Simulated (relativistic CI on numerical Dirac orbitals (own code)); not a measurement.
Hg4+ (5d8) in a crystal field

Calculated by Dirac-Coulomb-Breit CI, separate exchange-only KLI orbitals for each configuration, model QED (radiative potential, 1s self-energy scaled to tabulated hydrogen-like ionisation energies), one configuration in a parametric crystal field, unscaled Slater integrals (own radial code). With so little scaling, terms lie 10 to 35 % too far apart, which can change the order of excited levels.

Field parameters in Wybourne normalisation: D4h B²₀ = −7Ds, B⁴₀ = 21(Dq − Dt), B⁴₄ = 21√(5/14) Dq. The field is a parameter set, without covalency.

S is read from ⟨S²⟩ = S(S + 1).

Levels (cm⁻¹, degeneracy): 0 (2), 3 (1), 14305 (1), 14385 (1), 27372 (1), 30326 (1), 30569 (1), 31018 (2), 31092 (1), 34740 (2), 35473 (1), 38871 (1).

Question: Which field gives this pattern?
A. D4h, 10Dq = 14000, Ds = -940, Dt = -630 cm⁻¹
B. D4h, 10Dq = 32700, Ds = 330, Dt = 0 cm⁻¹
C. D4h, 10Dq = 39800, Ds = 1920, Dt = 290 cm⁻¹

Answer: B. D4h, 10Dq = 32700, Ds = 330, Dt = 0 cm⁻¹, ground level with S = 0.99.
